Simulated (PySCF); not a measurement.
Compound: C6H9Si2 (doublet state).
SMILES: `[SiH3]c1[c]cc([SiH3])cc1`

Computed geometry: GFN2-xTB, gas phase. This method treats the open shell by occupation alone, without spin polarisation.

Take the most abundant isotopes and a rigid rotor. 

(1) What are A, B and C (cm⁻¹)?

(2) Classify the top.

(3) Is it planar, by Δ = Ic − Ia − Ib?

(4) Give the other two planar moments, Paa and Pbb, and the rms extents of the mass along the axes.

(5) List the rotational levels J(Ka,Kc) to J = 5 (K).

Results:

(1) Ia = 93.14, Ib = 774.75, Ic = 856.30 u·Å²; 505379 MHz·u·Å²/I gives 5426, 652.3 and 590.2 MHz, that is A = 0.18100, B = 0.02176, C = 0.01969 cm⁻¹.

(2) A near-prolate asymmetric top; Ray's κ = -0.974.

(3) Not planar: Δ = Ic − Ia − Ib = -11.58 u·Å². For a rigid frame Δ = −2 Σ m c², so Σ m c² = 5.79 u·Å² lies off the ab plane, practically all of it from hydrogen. The atom farthest from that plane is 1.29 Å away.

(4) Paa = Σ m a² = (Ib + Ic − Ia)/2 = 768.96 and Pbb = Σ m b² = (Ia + Ic − Ib)/2 = 87.34 u·Å². With the mass M = 137.02 u, the rms extents √(P/M) along a, b and c are 2.37, 0.80, 0.21 Å.

(5) Above 0(0,0), as E/k:
J = 1: 1(0,1) 0.060, 1(1,1) 0.289, 1(1,0) 0.292
J = 2: 2(0,2) 0.179, 2(1,2) 0.405, 2(1,1) 0.414, 2(2,1) 1.101, 2(2,0) 1.101
J = 3: 3(0,3) 0.358, 3(1,3) 0.579, 3(1,2) 0.597, 3(2,2) 1.280, 3(2,1) 1.280, 3(3,1) 2.433, 3(3,0) 2.433
J = 4: 4(0,4) 0.596, 4(1,4) 0.812, 4(1,3) 0.842, 4(2,3) 1.519, 4(2,2) 1.519, 4(3,2) 2.672, 4(3,1) 2.672, 4(4,1) 4.286, 4(4,0) 4.286
J = 5: 5(0,5) 0.893, 5(1,5) 1.102, 5(1,4) 1.147, 5(2,4) 1.817, 5(2,3) 1.818, 5(3,3) 2.970, 5(3,2) 2.970, 5(4,2) 4.584, 5(4,1) 4.584, 5(5,1) 6.659, 5(5,0) 6.659
The levels of one J sum to (2J + 1)J(J + 1)(A + B + C)/3.

For this open shell read J as N, the rotation without spin; fine and hyperfine splittings come on top. Whether it is a minimum is left open (no frequencies). These are rigid-rotor constants of the computed structure; measured ground-state constants (B0) also hold zero-point vibration.
